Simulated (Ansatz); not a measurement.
The same path of CH₅ClFNSi (10 atoms, charge 0, multiplicity 1) was run twice with different band settings. Lost on the way: Si4–H10. Made: N3–H10.

Theory: RHF/def2-SVP (Ansatz 0.2.0).

Relaxed end points:

```xyz
10
Properties=species:S:1:pos:R:3
F 1.001 0.581 1.999
C -0.128 0.659 1.239
N -0.246 -0.436 0.354
Si 0.282 -0.502 -1.280
Cl -1.199 0.109 -2.611
H -0.971 0.698 1.928
H -0.077 1.594 0.683
H -0.591 -1.275 0.779
H 1.411 0.419 -1.477
H 0.601 -1.898 -1.612
```

```xyz
10
Properties=species:S:1:pos:R:3
F 0.958 0.701 1.537
C -0.232 0.470 0.968
N -0.110 -0.740 0.164
Si 0.876 -0.633 -1.692
Cl -0.844 0.477 -2.465
H -0.971 0.339 1.759
H -0.506 1.294 0.317
H 0.304 -1.473 0.722
H 1.637 0.574 -1.206
H -1.029 -1.061 -0.101
```

Common settings: movable images 9; climbing image yes; optimiser quadratic models (default); start path through a guess of the saddle point; force threshold 0.03 eV/Å; iteration limit 60; end points relaxed.

| run | spring |
| --- | --- |
| 1 | 5.0 eV/Å² |
| 2 | 50.0 eV/Å² |

What does each run give, and how far can it be trusted?

Run 1: converged after 15 iterations, highest image 4.066 eV above the first end. Neighbouring images differ by up to 3.1 eV, so the band resolves the path poorly. A vibrational analysis at the climbing image gives one clearly imaginary mode, 2069i cm⁻¹: a first-order saddle point.
Run 2: converged after 23 iterations, highest image 4.065 eV above the first end. Neighbouring images differ by up to 3.1 eV, so the band resolves the path poorly. Another band between the same ends (9 images) ends at a top of the same energy, where a vibrational analysis finds 1 clearly imaginary mode.
The orbitals stay closed-shell, which can raise the energy where a bond breaks towards radicals; this wasn't checked here.
